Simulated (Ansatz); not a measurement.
Species: C6H4F2, SMILES `Fc1ccc(F)cc1` with one electron removed (charge 1, multiplicity 2).

Q: Give a relaxed geometry from B3LYP-D3(BJ)/def2-SVP run with Ansatz (an electronic-structure program).

A: the end point of this relaxation (outside a Z-matrix the atoms follow the SMILES, hydrogens last).
Z-matrix (Å, degrees):
```
C
F 1 1.2937
C 1 1.4279 2 118.45
C 3 1.3712 1 118.45 2 180.00
H 4 1.0925 3 122.47 1 180.00
H 3 1.0925 4 122.47 5 0.00
C 1 1.4279 2 118.45 3 -180.00
C 7 1.3712 1 118.45 2 -180.00
H 7 1.0925 8 122.47 1 -180.00
H 8 1.0925 7 122.47 9 0.00
C 8 1.4279 10 119.07 7 -180.00
F 11 1.2937 8 118.45 10 0.00
```
